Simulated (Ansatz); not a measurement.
```yaml
crystal:
  periodic: [false, false, false]
  atoms:
    - {symbol: C, position_ang: [-1.264535, 1.464924, 0.523409]}
    - {symbol: Si, position_ang: [-0.281575, 0.200991, 1.519080]}
    - {symbol: Al, position_ang: [1.029858, -1.274513, 0.072012]}
    - {symbol: C, position_ang: [1.220849, -0.713840, -1.806873]}
    - {symbol: Cl, position_ang: [-0.343193, -1.695627, -1.926549]}
    - {symbol: H, position_ang: [-0.595977, 2.107168, -0.054780]}
    - {symbol: H, position_ang: [-1.938449, 0.964886, -0.175885]}
    - {symbol: H, position_ang: [-1.862623, 2.101831, 1.178673]}
    - {symbol: H, position_ang: [-1.219720, -0.588636, 2.372749]}
    - {symbol: H, position_ang: [0.616127, 0.927286, 2.470328]}
    - {symbol: H, position_ang: [1.765425, -2.621997, 0.471888]}
    - {symbol: H, position_ang: [1.925200, -1.194440, -2.481499]}
    - {symbol: H, position_ang: [0.969014, 0.287271, -2.147653]}
basis:
  gaussian: {orbitals: x2c-TZVPPall}
total_charge: -3
magnetization: {spin_polarized: true, initial_magnetization: 1}
hamiltonian: {xc: {name: B97}}
output: {forces: true}
```

```sh
$ ansatz run in.yaml --threads 4 --pin off --events-out ev --progress --plain --max-ram 10444MiB
```

Shortened log:

```
Functional definition: B97
1717 factors; their error is unknown
mean field evaluation 1: about -29238.0567 eV, gradient 4.5e1 eV
mean field evaluation 2: about -29196.2891 eV, gradient 9.3e1 eV
mean field evaluation 4: about -29247.4533 eV, gradient 2.3e1 eV
mean field evaluation 8: about -29252.4088 eV, gradient 2.5e-1 eV
mean field evaluation 16: about -29252.4275 eV, gradient 5.8e-2 eV
mean field evaluation 32: about -29252.4600 eV, gradient 1.1e-3 eV
mean field -29252.46002407 eV, -1075.0080778549 hartree, gradient 4.1e-6 eV, S^2 0.855273; 10 other end points of the search recorded, 0 dependent functions left out
reference -29252.46006106 eV, -1075.0080792144 hartree; 34, 33 occupied and 266, 267 virtual orbitals, 1717 factors
Total energy: -29252.46006106 eV, -1075.0080792144 hartree
Relativity: scalar
Atom 0 at    -1.264535     1.464924     0.523409 Å, force    -0.151119     0.136274    -0.063897 eV/Å
Atom 1 at    -0.281575     0.200991     1.519080 Å, force     1.113949    -1.349885    -0.530547 eV/Å
Atom 2 at     1.029858    -1.274513     0.072012 Å, force     1.482895     1.182062     0.994760 eV/Å
Atom 3 at     1.220849    -0.713840    -1.806873 Å, force     1.640160     0.852240     0.671579 eV/Å
Atom 4 at    -0.343193    -1.695627    -1.926549 Å, force    -3.350367    -2.047575    -1.740983 eV/Å
Atom 5 at    -0.595977     2.107168    -0.054780 Å, force     0.226044     0.338642    -0.190271 eV/Å
Atom 6 at    -1.938449     0.964886    -0.175885 Å, force    -0.292138    -0.076701    -0.221889 eV/Å
Atom 7 at    -1.862623     2.101831     1.178673 Å, force    -0.647815     0.683202     0.463077 eV/Å
Atom 8 at    -1.219720    -0.588636     2.372749 Å, force    -0.628637     0.198863     0.579291 eV/Å
Atom 9 at     0.616127     0.927286     2.470328 Å, force    -0.113064     0.422969     0.518736 eV/Å
Atom 10 at     1.765425    -2.621997     0.471888 Å, force     0.063422    -0.680642     0.065892 eV/Å
Atom 11 at     1.925200    -1.194440    -2.481499 Å, force     0.648934    -0.216982    -0.455008 eV/Å
Atom 12 at     0.969014     0.287271    -2.147653 Å, force     0.007736     0.557534    -0.090740 eV/Å
Dipole moment:    -1.198219    -0.494669    -1.050944 e Å
```

**Question.** What is wrong with this run?

**Answer.** The charge is far from anything that the molecule holds. Self-consistency was reached. The result belongs to that input, not to the molecule as meant.
